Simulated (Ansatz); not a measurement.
Gas-phase electronic energies from Ansatz, PBE0-D4/def2-TZVP geometries. CCSD(T)/CBS adds triple-zeta CCSD(T) − MP2 to the extrapolated MP2 energy (def2 sets, frozen cores). DFT in def2-TZVPP. B3LYP here is the variant with VWN-RPA as its local correlation; programs differ in this. For Ge outer-core shells are correlated without core-valence functions, which leaves a few kJ/mol of doubt a bond. Scalar relativity is left out up to krypton. One conformer a species, not always the lowest.

Consider the ligand exchange at the Si–S bond: `CO[SiH2]S[SiH3]` + `[NH2][GeH3]` → `CO[SiH2][NH][GeH3]` + `[SiH3]S`.

```json
{"species": "`CO[SiH2]S[SiH3]`", "B3LYP energy (Eh)": "-1095.54587"}
{"species": "`[NH2][GeH3]`", "B3LYP energy (Eh)": "-2134.83907"}
{"species": "`CO[SiH2][NH][GeH3]`", "B3LYP energy (Eh)": "-2540.21410"}
{"species": "`[SiH3]S`", "B3LYP energy (Eh)": "-690.17307"}
```

Q: Work out ΔE.

A: ΔE = (-2540.21410) + (-690.17307) − (-1095.54587) − (-2134.83907) = -0.00223 Eh = -1.4 kcal/mol. CCSD(T)/CBS gives -0.1 kcal/mol.

Largest T1 diagnostic among the species: 0.012.

The D4 term adds +1.2 kcal/mol with B3LYP and +0.7 kcal/mol with PBE0; it sums over pairs of atoms, weighted by their polarisabilities, and B3LYP, whose exchange is more repulsive, gets the larger term. In def2-TZVPP, CCSD(T) changes the Hartree–Fock value by +2.7 kcal/mol (the triples alone add +0.7 kcal/mol) and MP2 by +3.6 kcal/mol.
